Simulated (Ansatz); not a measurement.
Cost and result for the atomization energy of CH$_{4}$FInTe, SMILES `[CH3][In]([F])[TeH]` (8 atoms, 7 bonds).

The species carries charge 0 and has multiplicity 1. Correlated methods include outer-core shells of In, Te, which these sets cover unevenly. In, Te takes the def2 core potential. Geometry: relaxed with PBE0-D4/def2-TZVP. Program: Ansatz. All runs use 4 threads of a server CPU on a shared host. Times are those of one run each, without the atoms' runs, and a repeat can differ threefold. Electronic energies, without spin–orbit coupling; frozen cores. CCSD(T)/CBS adds CCSD(T) − MP2 in def2-TZVPP to the MP2 limit, and its time is that of the two runs behind it. T1 = 0.014. With those shells the extrapolation isn't a true limit. B3LYP takes the VWN-RPA correlation (the form of Gaussian; ORCA's B3LYP/G).

CCSD(T)/CBS is a level of theory with its own doubt, some kJ/mol a heavy atom from the limit and from the frozen cores, so smaller differences don't rank the functionals.

```csv
level,functions,wall time
LDA (SPW92)/def2-TZVPP,218,1.1 s
PBE-D4/def2-TZVPP (with forces),218,2.3 s
PBE0-D4/def2-TZVPP,218,3.1 s
BHLYP-D4/def2-TZVPP,218,3.3 s
CAM-B3LYP-D4/def2-TZVPP,218,3.6 s
B3LYP-D4/def2-TZVPP (with forces),218,4.6 s
r2SCANh-D4/def2-TZVPP,218,5 s
PBE-QIDH/def2-TZVPP,218,6 s
ωB97X-V/def2-TZVPP,218,8.5 s
CCSD(T)/def2-SVP,100,8.5 s
MP2/def2-QZVPP,398,14 s
CCSD(T)/def2-TZVPP,218,3.2 min
CCSD(T)/CBS(def2),–,3.4 min
```

(1) What atomization energy does each give, and how far from CCSD(T)/CBS? (Estimate.)

Results:

(1) Ansatz gave: 
| level | atomization (kcal/mol) | difference from CCSD(T)/CBS | per bond |
| --- | --- | --- | --- |
| LDA (SPW92)/def2-TZVPP | 669.9 | 80.0 | 11.4 |
| PBE-D4/def2-TZVPP (with forces) | 590.7 | 0.8 | 0.1 |
| PBE0-D4/def2-TZVPP | 579.1 | -10.8 | -1.5 |
| BHLYP-D4/def2-TZVPP | 561.0 | -28.9 | -4.1 |
| CAM-B3LYP-D4/def2-TZVPP | 581.1 | -8.8 | -1.3 |
| B3LYP-D4/def2-TZVPP (with forces) | 577.5 | -12.4 | -1.8 |
| r2SCANh-D4/def2-TZVPP | 578.9 | -11.0 | -1.6 |
| PBE-QIDH/def2-TZVPP | 576.9 | -13.0 | -1.9 |
| ωB97X-V/def2-TZVPP | 585.2 | -4.7 | -0.7 |
| CCSD(T)/def2-SVP | 544.7 | -45.2 | -6.5 |
| MP2/def2-QZVPP | 589.1 | -0.8 | -0.1 |
| CCSD(T)/def2-TZVPP | 569.8 | -20.1 | -2.9 |
| CCSD(T)/CBS(def2) | 589.9 | 0.0 | 0.0 |

In def2-TZVPP, CCSD(T) changes the Hartree–Fock value by +156.2 kcal/mol (the triples alone add +10.5 kcal/mol) and MP2 by +163.5 kcal/mol; breaking electron pairs costs correlation energy, which Hartree–Fock lacks. From PBE to PBE0 (25 % exact exchange), in def2-TZVPP and without D4, the atomization energy moves by −11.1 kcal/mol: exact exchange takes away binding that semilocal exchange gives to molecules. At CCSD(T), def2-SVP lies −45.2 kcal/mol from the extrapolated value and def2-TZVPP −20.2 kcal/mol: correlation converges slowly with the basis, and small sets miss more of it in the bonded molecule than in its fragments.

Spin–orbit coupling would lower the free In, Te atoms strongly, and the atomization energy with them, by more than many differences here.
